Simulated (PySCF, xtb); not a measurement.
formamidinium (CH5N2), SMILES NC=[NH2+], charge +1.

GFN2-xTB (xtb) at its own geometry gives an orbital gap of 5.34 eV.

Coordinates come from a PBE-D3(BJ)/def2-TZVP optimisation. The values are those of a single conformer.

Task: What does CAM-B3LYP/def2-TZVPD in PySCF give? (The exact figures need the calculation; the answer reports its results.)

Result: gap 10.60 eV (levels -15.74 and -5.14 eV).
